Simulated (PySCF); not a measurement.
In(OMe)2(SH), SMILES C[O][In]([SH])[O]C, PBE0/def2-SVP optimised geometry.

```
13

In     0.22    -0.34     0.00
O     -0.72    -2.09     0.02
C     -2.11    -2.23    -0.02
H     -2.54    -1.96    -1.00
H     -2.36    -3.29     0.16
H     -2.64    -1.64     0.75
O     -0.93     1.29     0.00
C     -0.44     2.60     0.04
H      0.20     2.85    -0.82
H     -1.30     3.29     0.02
H      0.13     2.82     0.96
S      2.61    -0.34     0.00
H      2.64    -1.69     0.00
```

Density from PySCF 2.14.0 with PBE0/def2-TZVP, def2 effective core potentials past Kr at that geometry. The core electrons that the potentials of In replace are not part of the density.

Minimum of the electron density along straight lines between bonded atoms, close to the bond critical point (lines longer than 1.1 times the sum of covalent radii, or with two minima, are not listed):

| bond | length / Å | ρ at the minimum / e bohr⁻³ | ∇²ρ there / e bohr⁻⁵ | position (fraction from the first atom) |
|---|---|---|---|---|
| In1–O2 | 1.990 | 0.113 | 0.49 | 0.52 |
| O2–C3 | 1.398 | 0.268 | -0.59 | 0.65 |
| C3–H4 | 1.107 | 0.274 | -0.93 | 0.64 |
| C3–H5 | 1.105 | 0.276 | -0.95 | 0.65 |
| C3–H6 | 1.107 | 0.274 | -0.94 | 0.64 |
| In1–O7 | 1.995 | 0.112 | 0.48 | 0.52 |
| O7–C8 | 1.396 | 0.270 | -0.60 | 0.65 |
| C8–H9 | 1.108 | 0.273 | -0.93 | 0.64 |
| C8–H10 | 1.105 | 0.276 | -0.95 | 0.65 |
| C8–H11 | 1.108 | 0.274 | -0.93 | 0.64 |
| In1–S12 | 2.388 | … | 0.13 | 0.48 |
| S12–H13 | 1.353 | … | -0.58 | 0.65 |

Q: What belongs in the gaps?

A: 
- In1–S12, ρ at the minimum / e bohr⁻³: 0.084
- S12–H13, ρ at the minimum / e bohr⁻³: 0.209
